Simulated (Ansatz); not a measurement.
Energy difference R1 + R2 → P1, each structure at its B3LYP-D3(BJ)/def2-TZVP stationary point, reached from a drawn start (curvature not checked).
R1: OH (SMILES [OH]), charge 0, multiplicity 2.
R2: S atom, charge 0, multiplicity 3.
P1: HOS (SMILES [O]S), charge 0, multiplicity 2.

P less R. No zero-point or thermal terms; open shells are unrestricted; no spin–orbit coupling.

Correlated levels freeze the cores.

The values were computed with Ansatz (a first-principles code). All values are computed, each at the level named.

Question: What reaction energy does MP2/aug-cc-pV(D+d)Z give?

Answer: -2.95 eV

Question: What reaction energy does CCSD/aug-cc-pV(T+d)Z give?

Answer: -3.06 eV

Question: Estimate the reaction energy that SCS-MP2/aug-cc-pV(T+d)Z returns for this input.

Answer: -3.24 eV
